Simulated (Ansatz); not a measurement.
C3H7O, doublet, at a GFN2-xTB geometry; Ansatz (an electronic-structure program) with CAM-B3LYP/STO-3G.

Input for Ansatz:
Ansatz 0.2 input:
```yaml
crystal:
  periodic: [false, false, false]
  atoms:
    - {symbol: O, position_ang: [0.08881149, 1.41624147, -0.02329658]}
    - {symbol: C, position_ang: [0.00962973, 0.14136308, 0.27258208]}
    - {symbol: H, position_ang: [0.01101452, 0.11356863, 1.39709535]}
    - {symbol: C, position_ang: [-1.32014766, -0.54404154, -0.11876877]}
    - {symbol: C, position_ang: [1.24109746, -0.70477262, -0.12589560]}
    - {symbol: H, position_ang: [-1.36361392, -0.61281193, -1.20330932]}
    - {symbol: H, position_ang: [1.26961269, -0.77806021, -1.21063645]}
    - {symbol: H, position_ang: [-2.16293297, 0.05262281, 0.21942231]}
    - {symbol: H, position_ang: [2.15372551, -0.21826934, 0.20741092]}
    - {symbol: H, position_ang: [-1.38199246, -1.54074182, 0.30800656]}
    - {symbol: H, position_ang: [1.18021755, -1.70153345, 0.30087704]}
basis:
  gaussian:
    orbitals: STO-3G
hamiltonian:
  xc: cam_b3lyp
magnetization: {spin_polarized: true, initial_magnetization: 1}
scf: {lower_state_search: light}
```

Question: What does Ansatz print? Leave out banner, timings and long lists.

Answer: 
```
Functional definition: CAM-B3LYP
385 factors; integrals over basis functions are off by at most 3.0e-5 eV
151 factors; integrals over basis functions are off by at most 2.5e-6 eV
mean field evaluation 1: about -5198.2814 eV, gradient 1.6e1 eV
mean field evaluation 2: about -5199.2925 eV, gradient 1.4e1 eV
mean field evaluation 4: about -5200.3922 eV, gradient 4.0e-1 eV
mean field evaluation 8: about -5200.3482 eV, gradient 1.8e-2 eV
mean field evaluation 16: about -5200.2110 eV, gradient 1.1e0 eV
mean field -5200.34815253 eV, -191.1092696829 hartree, gradient 1.1e-5 eV, S^2 0.752510; 1 other end points of the search recorded, 0 dependent functions left out
reference -5200.34823462 eV, -191.1092726998 hartree; 17, 16 occupied and 10, 11 virtual orbitals, 385 factors
Total energy: -5200.34823462 eV, -191.1092726998 hartree
```
